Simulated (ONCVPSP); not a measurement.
**Potentials for silicon (Si) compared**

Generated with ld1.x 7.5 (TM, RRKJ, ultrasoft, PAW), atompaw 4.2 or ONCVPSP 4.0.1. The cutoff is in Ry: for ld1.x and atompaw files where the sum of valence levels is converged to 10 mRy in a Bessel basis, for ONCV files where the hardest occupied wave has 1 mHa per electron of residual kinetic energy. The error is the largest all-electron minus pseudo excitation energy over each file’s own four to seven test configurations (ionisations up to +4, promotions, holes and added fractions of an electron), all of which were solved. The labels leave out finer settings (local radius, basis sizes, second energies), which also bear on the numbers. Spin-polarised tests are not counted. The rows are a selection from randomly drawn settings: files with unsolved tests, undetermined cutoffs or missed reference levels are left out.

A true bound ghost makes a file unfit for plane-wave use even where its test errors are small: the radial tests pick states by their node count and pass the ghost by.

```csv
potential,cutoff (Ry),largest error (meV),bound ghosts
"ONCV, PBEsol, scalar-relativistic, rc 1.00/0.90 (sp), local smoothed, core correction yes, reference 2s2 2p6 3s2 3p2, qcut 13.4/18.1, projectors 2/2",226,+297,none
"ONCV, PBE, scalar-relativistic, rc 0.85/0.80/0.70 (spd), local smoothed, core correction yes, reference 2s2 2p6 3s2 3p1, qcut 16.1/16.6/14.3, projectors 2/2/2",243,-208,none
"ONCV, PBE, scalar-relativistic, rc 2.00/2.20/1.65 (spd), local smoothed, core correction yes, reference 3s2 3p2, qcut 2.7/3.7/5.1, projectors 2/3/2",45,+57,none
```

(1) Fill in the row for Si: ONCV, PBE, scalar-relativistic, rc 0.95/1.05/1.05 (spd), local smoothed, core correction yes, reference 2s2 2p6 3s2 3p1, qcut 10.5/14.3/9.3, projectors 2/2/2.

(2) Fill in the row for Si: ONCV, PBEsol, non-relativistic, rc 1.35/1.05/1.30 (spd), local smoothed, core correction yes, reference 3s2, qcut 3.9/7.8/8.3, projectors 2/2/3.

(3) Fill in the row for Si: ONCV, LDA (Perdew-Zunger), scalar-relativistic, rc 1.80/2.25/1.95 (spd), local smoothed, core correction yes, reference 3s1.75 3p2.25, qcut 3.9/3.7/5, projectors 1/2/2.

Answers

(1) cutoff 157 Ry, largest error -1.5 meV, bound ghosts: none.

(2) cutoff 16 Ry, largest error +16 meV, bound ghosts: p.

(3) cutoff 16 Ry, largest error +19 meV, bound ghosts: none.
